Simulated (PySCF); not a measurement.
SnF2, SMILES [F][Sn][F] (connectivity only; charge and spin as stated), neutral, multiplicity 1.

Geometry: B3LYP-D3(BJ)/def2-TZVP. The isomer is the one that the SMILES or the coordinates give; other isomers of the formula were not compared. The def2 effective core potentials stand for the cores of Sn; spin–orbit coupling is left out.

Calculation: PySCF with B3LYP-D3(BJ)/def2-TZVP.

Frequencies are harmonic and unscaled.

Computed vibrational spectrum:
```json
[
 {"mode": "1", "ν (cm⁻¹)": "189", "IR (km/mol)": "11.2", "Raman (Å⁴/amu)": "0.8", "depolarisation": "0.67", "moving atoms (share of kinetic energy)": "F 89 %, Sn 11 %"},
 {"mode": "2", "ν (cm⁻¹)": "572", "IR (km/mol)": "119.9", "Raman (Å⁴/amu)": "5.5", "depolarisation": "0.75", "moving atoms (share of kinetic energy)": "F 85 %, Sn 15 %"},
 {"mode": "3", "ν (cm⁻¹)": "590", "IR (km/mol)": "91.1", "Raman (Å⁴/amu)": "5.8", "depolarisation": "0.34", "moving atoms (share of kinetic energy)": "F 87 %, Sn 13 %"}
]
```
